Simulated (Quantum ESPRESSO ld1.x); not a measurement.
Results of a calculation; reference values are marked as such.
Problem. The aim is the fluorine ion F3+ in [He] 2s2 2p2. This ld1.x (Quantum ESPRESSO 7.5) run was made with `OMP_NUM_THREADS=1 ld1.x < ld1.in > ld1.out`. Can the result be used? Name any fault.

```
 &input
    zed=9.0,
    iswitch=1,
    rel=0,
    dft='PZ',
    config='[He] 2s2 2p2 8s1',
    verbosity='high',
    prefix='ld1',
    max_out_wfc=37,
    file_charge='ld1.rho',
 /
```

Output (excerpt):

```
     Program LD1 v.7.5 starts

 %%%%%%%%%%%%%%%%%%%%%%%%%%%%%%%%%%%%%%%%%%%%%%%%%%%%%%%%%%%%%%%%%%%%%%%%%%%%%%
     Error in routine el_config (4):
     wrong main quantum number
 %%%%%%%%%%%%%%%%%%%%%%%%%%%%%%%%%%%%%%%%%%%%%%%%%%%%%%%%%%%%%%%%%%%%%%%%%%%%%%

     stopping ...
```

Solution. No (refused). The line at issue: config='[He] 2s2 2p2 8s1'. The program stops in el_config with "wrong main quantum number": the config string takes n from 1 to 7 alone. The sound input gives -94.7279 hartree.
